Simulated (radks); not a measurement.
All-electron atom: neutral technetium in [Kr] 4d6 5s1 (not the ground configuration). Method: scalar-relativistic Kohn-Sham, SCAN, spin-unpolarised, spherical densities, finite nucleus; meta-GGA in the generalised Kohn-Sham scheme; Fermi nuclear charge, rms radius 4.4112 fm; computed with a radial shooting solver on a logarithmic mesh with Libxc functionals. Some entries of the table are withheld. Estimate them.

| orbital | occ. | eigenvalue (hartree) | <r^2> (bohr^2) | r(max) (bohr) |
|---|---|---|---|---|
| 1s | 2 | -768.4285 | 0.001587 | 0.02228 |
| 2s | 2 | (1) | 0.02635 | 0.1260 |
| 2p | 6 | (2) | 0.02077 | 0.1009 |
| 3s | 2 | -19.28020 | 0.1965 | 0.3717 |
| 3p | 6 | -15.40511 | 0.2010 | 0.3655 |
| 3d | 10 | -9.16675 | 0.1910 | 0.3122 |
| 4s | 2 | -2.66616 | 1.283 | 0.9531 |
| 4p | 6 | -1.61063 | (3) | 1.026 |
| 4d | 6 | (4) | 4.229 | 1.283 |
| 5s | 1 | -0.15390 | (5) | 2.843 |

Answer. 
(1) 2s eigenvalue (hartree): -110.0358
(2) 2p eigenvalue (hartree): -98.35011
(3) 4p <r^2> (bohr^2): 1.603
(4) 4d eigenvalue (hartree): -0.16540
(5) 5s <r^2> (bohr^2): 13.82
